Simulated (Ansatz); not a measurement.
Job for Ansatz (a first-principles code): R-CCSD(T)/aug-cc-pVDZ on C2H5Ga (SMILES C=[CH][GaH2]) with ghost functions, monomers drawn apart or pushed together. The run froze 16 orbitals, filled d shells among them.

Ansatz 0.2 input:
```yaml
crystal:
  periodic: [false, false, false]
  atoms:
    - {symbol: C, position_ang: [-2.09771241, 0.72574922, 0.84035237]}
    - {symbol: C, position_ang: [-0.80056510, 0.96829850, 0.63759021]}
    - {symbol: Ga, position_ang: [0.58591417, -0.44820562, 0.78712216]}
    - {symbol: H, position_ang: [-2.46736429, -0.27562250, 1.04768516]}
    - {symbol: H, position_ang: [-2.85899081, 1.50101804, 0.79122098]}
    - {symbol: H, position_ang: [-0.52258509, 1.99766768, 0.41582842]}
    - {symbol: H, position_ang: [0.04333480, -1.93381441, 0.80698346]}
    - {symbol: H, position_ang: [2.08954565, -0.13578614, 0.46329397]}
basis:
  gaussian:
    orbitals: aug-cc-pVDZ
    ghost_atoms:
      - {symbol: O, position_ang: [0.79346311, -0.28026770, 3.89516539]}
      - {symbol: H, position_ang: [-0.03007692, 0.21330082, 4.02156599]}
      - {symbol: H, position_ang: [0.68041417, -1.13132649, 4.33639004]}
magnetization: {spin_polarized: false}
correlation: {method: ccsd_t, electrons: outside_noble_gas}
scf: {lower_state_search: off}
```

The log:

```
WARN ansatz: RAYON_NUM_THREADS=1 ignored (pool sized by the plan → 1); use --threads N
Functional definition: HF
these checks for a lower state are left out or cut short: stability, starts, cluster_reference, orbital_swaps, neighbouring_geometries, increment
integrals: 0.58 GiB planned
1602 factors; integrals over basis functions are off by at most 1.0e-3 eV
mean field: 0.57 GiB planned
mean field evaluation 1: about -54469.6333 eV, gradient 3.0e1 eV
mean field evaluation 2: about -54469.6367 eV, gradient 3.0e1 eV
mean field evaluation 4: about -54472.3445 eV, gradient 2.7e0 eV
mean field evaluation 8: about -54472.3760 eV, gradient 1.5e-1 eV
mean field -54472.37607083 eV, -2001.8228979003 hartree, gradient 1.4e-6 eV, S^2 0.000000; 0 other end points of the search recorded, 0 dependent functions left out
16 core orbitals not correlated
reference -54472.37607083 eV, -2001.8228979003 hartree; 8, 8 occupied and 144, 144 virtual orbitals, 1602 factors
second order -9.46310877 eV of doubles, -0.00000000 eV of singles
coupled cluster: 1.33 GiB planned
cycle   1  -10.15612806 eV  change   -6.9e-1 eV  update   7.7e-2
cycle   2  -10.51845902 eV  change   -3.6e-1 eV  update   2.6e-2
cycle   3  -10.56548998 eV  change   -4.7e-2 eV  update   9.4e-3
cycle   4  -10.56568360 eV  change   -1.9e-4 eV  update   3.2e-3
cycle   5  -10.56630332 eV  change   -6.2e-4 eV  update   9.7e-4
cycle   6  -10.56639713 eV  change   -9.4e-5 eV  update   3.7e-4
cycle   7  -10.56640682 eV  change   -9.7e-6 eV  update   1.3e-4
cycle   8  -10.56644034 eV  change   -3.4e-5 eV  update   5.9e-5
cycle   9  -10.56643837 eV  change    2.0e-6 eV  update   2.2e-5
cycle  10  -10.56642840 eV  change    1.0e-5 eV  update   8.9e-6
perturbative correction -0.38376980 eV, -0.0141032800 hartree
Total energy: -54483.32626903 eV, -2002.2253102620 hartree
Checks for a lower state left out: stability, starts, cluster_reference, orbital_swaps, neighbouring_geometries, increment
```

The calculation finished and met its thresholds.

Cost: about 60 core-seconds (a rough figure).
